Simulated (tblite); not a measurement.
Run record: tight-binding relaxation, `COC1=C(C)[Si@@H](Br)[SiH2]1`.

Computed with GFN2-xTB geometry optimisation, gas phase (tblite 0.8.0). Start geometry: from a force field or distance geometry. The input is one job of a driver script: a line of settings, then coordinates in Å.

Command:
```bash
OMP_NUM_THREADS=1 python probes_run.py task.json out
```

Input:
```
{"job": {"kind": "relax", "xc": "GFN2-xTB", "basis": "xTB"}, "charge": 0, "multiplicity": 1}
C      2.463500     0.159900    -0.670400
O      1.171400     0.094500    -1.300200
C      0.052500    -0.343600    -0.470300
C     -0.704000     0.438500     0.202800
C     -0.575500     1.967600     0.333200
Si    -1.855400    -0.685900     0.940300
Br    -3.968300    -0.676100     0.192600
Si    -0.575700    -1.964900    -0.212200
H      3.237900     0.502600    -1.406200
H      2.402800     0.954400     0.110600
H      2.798000    -0.804900    -0.265100
H     -1.375100     2.271400     1.021000
H     -0.744300     2.311900    -0.706100
H      0.432200     2.239600     0.638900
H     -1.737500    -0.917200     2.410800
H      0.268000    -2.936100     0.526000
H     -1.297500    -2.599800    -1.355600
```

Output:
```
step      E/eV     max force
  0    -671.59565    7.165
  1    -672.46252    4.141
  2    -672.66898    0.784
  3    -672.73661    0.759
  4    -672.85180    0.901
  5    -672.90718    0.749
  6    -672.95388    0.482
  7    -672.98728    0.560
  8    -673.02443    0.561
  9    -673.05802    0.640
... (201 lines left out)
211    -673.44254    0.020
212    -673.44257    0.012
213    -673.44261    0.013
214    -673.44264    0.013
215    -673.44269    0.016
216    -673.44273    0.013
217    -673.44277    0.015
218    -673.44281    0.013
219    -673.44284    0.019
220    -673.44287    0.009
```

«max force» is the largest atomic force in eV/Å.

Q: From which step on does the largest force stay under 0.1 eV/Å, and how much energy is left to gain from there?

A: From step 199 (0.091 eV/Å), 1.4 meV above the end.

Summary of the converged run: energy lowered by 42.6 kcal/mol over 220 steps; largest atomic force 0.009 eV/Å at the end.

Q: Estimate the wall time. Hardware: an Arm Neoverse N1 with one thread, on a shared host.

A: About 3.8 s.
Labels such as C1 count atoms from 1, the log's own numbers from 0.
